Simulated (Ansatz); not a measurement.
Basis-set extrapolation for C2H7AlO2 (PBE0-D4/def2-TZVP geometry, frozen core, Ansatz). Multiplicity 1, RHF reference.

```tsv
	def2-TZVPP	def2-QZVPP
HF	-471.617862	-471.636229
MP2 correlation	-0.909266	-0.976413
CCSD(T) correlation	-0.980406	not run
```

Energies in hartree. Use E(X) = E(∞) + A·exp(−7.88·√X) for Hartree–Fock and E(X) = E(∞) + B·X^(−2.97) for correlation, with X = 3 and 4, and add CCSD(T) minus MP2 of the smaller set to the MP2 limit.

What is the CCSD(T) energy at the basis-set limit?

HF limit: -471.636229 + (-0.018367) × 0.13774 = -471.63876. MP2 limit: -0.976413 + (-0.067147) × 0.74074 = -1.02615. Higher-order term: -0.980406 − (-0.909266) = -0.07114. Total: -472.73605 hartree, 3.75 eV below CCSD(T)/def2-TZVPP.
